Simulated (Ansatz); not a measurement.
Total energies of In₅Sb₅H₁₈, a cluster cut from wurtzite InSb (hydrogen-capped) from Ansatz at PBE-D4/def2-TZVP, gas phase (1 Eh = 27.2114 eV = 2625.5 kJ/mol). The reference geometry is relaxed at PBE-D4/def2-SVP.

```xyz
28

Sb   -0.676   -0.894    4.435
In    0.622    1.574    3.525
Sb    0.386    1.290    0.655
In    1.014    3.679   -0.851
Sb    0.040    2.930   -3.515
In   -0.455   -3.719    3.807
Sb   -0.365   -3.080    0.947
In    1.268   -1.160   -0.444
Sb   -0.008   -1.170   -3.024
In    0.360    0.655   -5.288
H    -0.600   -0.849    6.155
H    -2.369   -0.601    4.373
H    -0.470    2.837    4.013
H     2.297    1.341    3.932
H    -1.307    1.080    0.403
H    -0.079    4.926   -0.328
H     2.743    3.730   -1.038
H    -1.660    3.193   -3.501
H     0.372    4.284   -4.526
H    -1.976   -4.507    4.100
H     1.164   -4.213    4.195
H    -1.933   -2.492    0.561
H    -0.488   -4.477   -0.053
H     2.954   -1.577   -0.493
H    -1.653   -0.991   -2.555
H    -0.179   -2.813   -3.510
H     2.047    0.529   -5.680
H    -1.046    0.494   -6.295
```

```tsv
state	geometry	energy (Eh)
charge 0 singlet	reference	-2162.81325
charge 1 doublet	reference	-2162.53977
charge 1 doublet	relaxed at PBE-D4/def2-SVP	-2162.55525
charge -1 doublet	reference	-2162.86236
free Sb atom (quartet)	–	-240.20743
free In atom (doublet)	–	-190.11735
free H atom (doublet)	–	-0.49962
```

In the def2 sets In, Sb take a core potential; there is no spin–orbit coupling. Single mean-field runs in def2-TZVP are fitted with def2-universal-jkfit.

(1) Work out the vertical ionisation energy to the doublet.

(2) Work out the vertical electron affinity, to the doublet.

(3) Give the fundamental gap IE − EA, the Mulliken electronegativity (IE + EA)/2 and the hardness (IE − EA)/2.

(4) How much does the charge 1 doublet relax, and what is the adiabatic ionisation energy?

(5) What is the binding energy per atom against free atoms?

(1) E(charge 1 doublet) − E(charge 0 singlet) = -2162.53977 − (-2162.81325) = 0.27348 Eh = 7.44 eV. For comparison, −ε of the highest occupied level is 5.86 eV at this level, 1.58 eV less.

(2) E(charge 0 singlet) − E(charge -1 doublet) = -2162.81325 − (-2162.86236) = 0.04911 Eh = 1.34 eV. The basis lacks diffuse functions, which makes affinities too small.

(3) From the values in Eh: IE − EA = 0.27348 − 0.04911 = 0.22437 Eh = 6.11 eV; (IE + EA)/2 = 4.39 eV; (IE − EA)/2 = 3.05 eV. The HOMO–LUMO gap of the same run is 3.16 eV, 2.95 eV smaller than the fundamental gap.

(4) Relaxation: -2162.53977 − (-2162.55525) = 0.01548 Eh = 0.42 eV. Adiabatic ionisation energy: 0.25800 Eh = 7.02 eV, without zero-point energy. 

(5) Atoms: 5 × (-240.20743) + 5 × (-190.11735) + 18 × (-0.49962) = -2160.61706 Eh. Binding: -2160.61706 − (-2162.81325) = 2.19619 Eh = 59.76 eV, or 2.13 eV for each of 28 atoms (no zero-point energy, no counterpoise term).

At PBE-D4/def2-TZVP the gap within one spin of the charge 1 doublet nearly closes, so an electron or hole may be smeared out by delocalisation error. At PBE-D4/def2-TZVP the highest occupied level of the charge -1 doublet lies above zero (up to 0.13 eV). By energy differences its removal costs 1.34 eV (vertical, to the charge 0 singlet, at PBE-D4/def2-TZVP); self-interaction error and the lack of diffuse functions both raise the level.
